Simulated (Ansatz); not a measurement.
Ansatz (a first-principles code) input (HF/3-21G): The .json file is the Basis Set Exchange's 3-21G.

Ansatz 0.2 input:
```yaml
crystal:
  periodic: [false, false, false]
  atoms:
    - {symbol: O, position_ang: [-1.98366648, -0.97384389, -0.17001891]}
    - {symbol: B, position_ang: [-0.90696449, -0.11835412, -0.29337098]}
    - {symbol: O, position_ang: [-1.04948800, 1.02986036, -1.04486263]}
    - {symbol: O, position_ang: [0.28948460, -0.38561650, 0.31564702]}
    - {symbol: Si, position_ang: [1.83098976, 0.24774438, 0.52229871]}
    - {symbol: H, position_ang: [-1.86261443, -1.76765767, 0.36038190]}
    - {symbol: H, position_ang: [-1.90325683, 1.18647371, -1.46080553]}
    - {symbol: H, position_ang: [1.85585229, 1.21887379, 1.64919985]}
    - {symbol: H, position_ang: [2.76034393, -0.87754030, 0.79977288]}
basis:
  gaussian:
    orbitals: 3-21G.json
hamiltonian:
  xc: {name: HF}
magnetization: {spin_polarized: true, initial_magnetization: 1}
phonons: {temperatures: {t_min: 298.15, t_max: 298.15, t_step: 100}}
```

Output:

```
Functional definition: HF
integrals: 0.01 GiB planned
647 factors; integrals over basis functions are off by at most 2.8e-4 eV
mean field: 0.22 GiB planned
mean field evaluation 1: about -14630.3475 eV, gradient 3.0e1 eV
mean field evaluation 2: about -14630.5920 eV, gradient 3.1e1 eV
mean field evaluation 4: about -14634.1307 eV, gradient 1.9e0 eV
mean field evaluation 8: about -14634.1785 eV, gradient 3.0e-1 eV
mean field -14634.18038996 eV, -537.7962099273 hartree, gradient 1.3e-5 eV, S^2 0.751585; 0 other end points of the search recorded, 0 dependent functions left out
the calculation of the forces begins
reference -14634.18038996 eV, -537.7962099273 hartree; 24, 23 occupied and 33, 34 virtual orbitals, 647 factors
these checks for a lower state are left out or cut short: stability, starts, cluster_reference, orbital_swaps, neighbouring_geometries, increment
integrals: 0.01 GiB planned
647 factors; integrals over basis functions are off by at most 2.8e-4 eV
mean field: 0.22 GiB planned
mean field evaluation 16: about -14633.7891 eV, gradient 1.1e0 eV
mean field -14634.18028610 eV, -537.7962061106 hartree, gradient 3.0e-6 eV, S^2 0.751586; 0 other end points of the search recorded, 0 dependent functions left out
the calculation of the forces begins
reference -14634.18028610 eV, -537.7962061106 hartree; 24, 23 occupied and 33, 34 virtual orbitals, 647 factors
these checks for a lower state are left out or cut short: stability, starts, cluster_reference, orbital_swaps, neighbouring_geometries, increment
integrals: 0.01 GiB planned
647 factors; integrals over basis functions are off by at most 2.8e-4 eV
mean field: 0.22 GiB planned
mean field evaluation 32: about -14634.1803 eV, gradient 1.7e-6 eV
mean field -14634.18028500 eV, -537.7962060701 hartree, gradient 3.0e-6 eV, S^2 0.751584; 0 other end points of the search recorded, 0 dependent functions left out
the calculation of the forces begins
reference -14634.18028500 eV, -537.7962060701 hartree; 24, 23 occupied and 33, 34 virtual orbitals, 647 factors
these checks for a lower state are left out or cut short: stability, starts, cluster_reference, orbital_swaps, neighbouring_geometries, increment
integrals: 0.01 GiB planned
647 factors; integrals over basis functions are off by at most 2.8e-4 eV
mean field: 0.22 GiB planned
mean field -14634.18020460 eV, -537.7962031155 hartree, gradient 3.0e-6 eV, S^2 0.751585; 0 other end points of the search recorded, 0 dependent functions left out
the calculation of the forces begins
reference -14634.18020460 eV, -537.7962031155 hartree; 24, 23 occupied and 33, 34 virtual orbitals, 647 factors
these checks for a lower state are left out or cut short: stability, starts, cluster_reference, orbital_swaps, neighbouring_geometries, increment
integrals: 0.01 GiB planned
647 factors; integrals over basis functions are off by at most 2.8e-4 eV
mean field: 0.22 GiB planned
mean field -14634.18020532 eV, -537.7962031419 hartree, gradient 3.0e-6 eV, S^2 0.751585; 0 other end points of the search recorded, 0 dependent functions left out
the calculation of the forces begins
reference -14634.18020532 eV, -537.7962031419 hartree; 24, 23 occupied and 33, 34 virtual orbitals, 647 factors
these checks for a lower state are left out or cut short: stability, starts, cluster_reference, orbital_swaps, neighbouring_geometries, increment
integrals: 0.01 GiB planned
647 factors; integrals over basis functions are off by at most 2.8e-4 eV
mean field: 0.22 GiB planned
mean field -14634.18032190 eV, -537.7962074260 hartree, gradient 3.0e-6 eV, S^2 0.751585; 0 other end points of the search recorded, 0 dependent functions left out
the calculation of the forces begins
reference -14634.18032190 eV, -537.7962074260 hartree; 24, 23 occupied and 33, 34 virtual orbitals, 647 factors
these checks for a lower state are left out or cut short: stability, starts, cluster_reference, orbital_swaps, neighbouring_geometries, increment
integrals: 0.01 GiB planned
647 factors; integrals over basis functions are off by at most 2.8e-4 eV
mean field: 0.22 GiB planned
mean field evaluation 64: about -14634.1803 eV, gradient 3.5e-3 eV
mean field -14634.18031925 eV, -537.7962073288 hartree, gradient 3.0e-6 eV, S^2 0.751584; 0 other end points of the search recorded, 0 dependent functions left out
the calculation of the forces begins
reference -14634.18031925 eV, -537.7962073288 hartree; 24, 23 occupied and 33, 34 virtual orbitals, 647 factors
these checks for a lower state are left out or cut short: stability, starts, cluster_reference, orbital_swaps, neighbouring_geometries, increment
integrals: 0.01 GiB planned
647 factors; integrals over basis functions are off by at most 2.8e-4 eV
mean field: 0.22 GiB planned
[...]
reference -14634.18035186 eV, -537.7962085273 hartree; 24, 23 occupied and 33, 34 virtual orbitals, 647 factors
these checks for a lower state are left out or cut short: stability, starts, cluster_reference, orbital_swaps, neighbouring_geometries, increment
integrals: 0.01 GiB planned
647 factors; integrals over basis functions are off by at most 2.8e-4 eV
mean field: 0.22 GiB planned
mean field -14634.18038175 eV, -537.7962096257 hartree, gradient 3.0e-6 eV, S^2 0.751586; 0 other end points of the search recorded, 0 dependent functions left out
the calculation of the forces begins
reference -14634.18038175 eV, -537.7962096257 hartree; 24, 23 occupied and 33, 34 virtual orbitals, 647 factors
these checks for a lower state are left out or cut short: stability, starts, cluster_reference, orbital_swaps, neighbouring_geometries, increment
integrals: 0.01 GiB planned
647 factors; integrals over basis functions are off by at most 2.8e-4 eV
mean field: 0.22 GiB planned
mean field -14634.18038235 eV, -537.7962096476 hartree, gradient 3.0e-6 eV, S^2 0.751583; 0 other end points of the search recorded, 0 dependent functions left out
the calculation of the forces begins
reference -14634.18038235 eV, -537.7962096476 hartree; 24, 23 occupied and 33, 34 virtual orbitals, 647 factors
these checks for a lower state are left out or cut short: stability, starts, cluster_reference, orbital_swaps, neighbouring_geometries, increment
integrals: 0.01 GiB planned
647 factors; integrals over basis functions are off by at most 2.8e-4 eV
mean field: 0.22 GiB planned
mean field evaluation 416: about -14634.1804 eV, gradient 1.3e-2 eV
mean field -14634.18036104 eV, -537.7962088646 hartree, gradient 3.0e-6 eV, S^2 0.751585; 0 other end points of the search recorded, 0 dependent functions left out
the calculation of the forces begins
reference -14634.18036104 eV, -537.7962088646 hartree; 24, 23 occupied and 33, 34 virtual orbitals, 647 factors
these checks for a lower state are left out or cut short: stability, starts, cluster_reference, orbital_swaps, neighbouring_geometries, increment
integrals: 0.01 GiB planned
647 factors; integrals over basis functions are off by at most 2.8e-4 eV
mean field: 0.22 GiB planned
mean field -14634.18036259 eV, -537.7962089213 hartree, gradient 3.0e-6 eV, S^2 0.751585; 0 other end points of the search recorded, 0 dependent functions left out
the calculation of the forces begins
reference -14634.18036259 eV, -537.7962089213 hartree; 24, 23 occupied and 33, 34 virtual orbitals, 647 factors
these checks for a lower state are left out or cut short: stability, starts, cluster_reference, orbital_swaps, neighbouring_geometries, increment
integrals: 0.01 GiB planned
647 factors; integrals over basis functions are off by at most 2.8e-4 eV
mean field: 0.22 GiB planned
mean field -14634.18035500 eV, -537.7962086426 hartree, gradient 3.0e-6 eV, S^2 0.751582; 0 other end points of the search recorded, 0 dependent functions left out
the calculation of the forces begins
reference -14634.18035500 eV, -537.7962086426 hartree; 24, 23 occupied and 33, 34 virtual orbitals, 647 factors
these checks for a lower state are left out or cut short: stability, starts, cluster_reference, orbital_swaps, neighbouring_geometries, increment
integrals: 0.01 GiB planned
647 factors; integrals over basis functions are off by at most 2.8e-4 eV
mean field: 0.22 GiB planned
mean field -14634.18035718 eV, -537.7962087226 hartree, gradient 3.0e-6 eV, S^2 0.751588; 0 other end points of the search recorded, 0 dependent functions left out
the calculation of the forces begins
reference -14634.18035718 eV, -537.7962087226 hartree; 24, 23 occupied and 33, 34 virtual orbitals, 647 factors
these checks for a lower state are left out or cut short: stability, starts, cluster_reference, orbital_swaps, neighbouring_geometries, increment
integrals: 0.01 GiB planned
647 factors; integrals over basis functions are off by at most 2.8e-4 eV
mean field: 0.22 GiB planned
mean field evaluation 448: about -14633.7894 eV, gradient 1.1e0 eV
mean field -14634.18036264 eV, -537.7962089234 hartree, gradient 3.0e-6 eV, S^2 0.751585; 0 other end points of the search recorded, 0 dependent functions left out
the calculation of the forces begins
reference -14634.18036264 eV, -537.7962089234 hartree; 24, 23 occupied and 33, 34 virtual orbitals, 647 factors
these checks for a lower state are left out or cut short: stability, starts, cluster_reference, orbital_swaps, neighbouring_geometries, increment
integrals: 0.01 GiB planned
647 factors; integrals over basis functions are off by at most 2.8e-4 eV
mean field: 0.22 GiB planned
mean field -14634.18036207 eV, -537.7962089022 hartree, gradient 3.0e-6 eV, S^2 0.751584; 0 other end points of the search recorded, 0 dependent functions left out
the calculation of the forces begins
reference -14634.18036207 eV, -537.7962089022 hartree; 24, 23 occupied and 33, 34 virtual orbitals, 647 factors
these checks for a lower state are left out or cut short: stability, starts, cluster_reference, orbital_swaps, neighbouring_geometries, increment
integrals: 0.01 GiB planned
647 factors; integrals over basis functions are off by at most 2.8e-4 eV
mean field: 0.22 GiB planned
mean field -14634.18035280 eV, -537.7962085618 hartree, gradient 3.0e-6 eV, S^2 0.751587; 0 other end points of the search recorded, 0 dependent functions left out
the calculation of the forces begins
reference -14634.18035280 eV, -537.7962085618 hartree; 24, 23 occupied and 33, 34 virtual orbitals, 647 factors
these checks for a lower state are left out or cut short: stability, starts, cluster_reference, orbital_swaps, neighbouring_geometries, increment
integrals: 0.01 GiB planned
647 factors; integrals over basis functions are off by at most 2.8e-4 eV
mean field: 0.22 GiB planned
mean field evaluation 480: about -14634.1804 eV, gradient 2.9e-6 eV
mean field -14634.18035379 eV, -537.7962085981 hartree, gradient 3.0e-6 eV, S^2 0.751582; 0 other end points of the search recorded, 0 dependent functions left out
the calculation of the forces begins
reference -14634.18035379 eV, -537.7962085981 hartree; 24, 23 occupied and 33, 34 virtual orbitals, 647 factors
these checks for a lower state are left out or cut short: stability, starts, cluster_reference, orbital_swaps, neighbouring_geometries, increment
integrals: 0.01 GiB planned
647 factors; integrals over basis functions are off by at most 2.8e-4 eV
mean field: 0.22 GiB planned
mean field -14634.18038357 eV, -537.7962096923 hartree, gradient 3.0e-6 eV, S^2 0.751583; 0 other end points of the search recorded, 0 dependent functions left out
the calculation of the forces begins
reference -14634.18038357 eV, -537.7962096923 hartree; 24, 23 occupied and 33, 34 virtual orbitals, 647 factors
these checks for a lower state are left out or cut short: stability, starts, cluster_reference, orbital_swaps, neighbouring_geometries, increment
integrals: 0.01 GiB planned
647 factors; integrals over basis functions are off by at most 2.8e-4 eV
mean field: 0.22 GiB planned
mean field -14634.18038363 eV, -537.7962096948 hartree, gradient 3.0e-6 eV, S^2 0.751586; 0 other end points of the search recorded, 0 dependent functions left out
the calculation of the forces begins
reference -14634.18038363 eV, -537.7962096948 hartree; 24, 23 occupied and 33, 34 virtual orbitals, 647 factors
Total energy: -14634.18038996 eV, -537.7962099273 hartree
Atom 0 at    -1.983666    -0.973844    -0.170019 Å, force     0.000304    -0.000269     0.000532 eV/Å
Atom 1 at    -0.906964    -0.118354    -0.293371 Å, force     0.001562    -0.000335     0.000830 eV/Å
Atom 2 at    -1.049488     1.029860    -1.044863 Å, force    -0.000532    -0.000176    -0.000118 eV/Å
Atom 3 at     0.289485    -0.385616     0.315647 Å, force    -0.001159     0.001829    -0.001925 eV/Å
Atom 4 at     1.830990     0.247744     0.522299 Å, force     0.000488    -0.000322     0.001331 eV/Å
Atom 5 at    -1.862614    -1.767658     0.360382 Å, force    -0.000620     0.000099    -0.000352 eV/Å
Atom 6 at    -1.903257     1.186474    -1.460806 Å, force    -0.000027    -0.000336     0.000171 eV/Å
Atom 7 at     1.855852     1.218874     1.649200 Å, force    -0.000120    -0.000322    -0.000462 eV/Å
Atom 8 at     2.760344    -0.877540     0.799773 Å, force     0.000103    -0.000169    -0.000008 eV/Å
Dipole moment:     0.007214    -0.107611     0.023682 e Å
Vibrations: 49.60 108.06 130.55 388.21 508.53 509.01 556.24 709.01 731.60 783.68 865.60 1004.36 1022.99 1067.28 1154.32 1564.12 1603.04 2264.73 2281.60 3947.24 3950.30 cm⁻¹, zero-point energy 1.562205 eV
```

The blocks after the first are displaced geometries, from whose forces the wavenumbers follow.
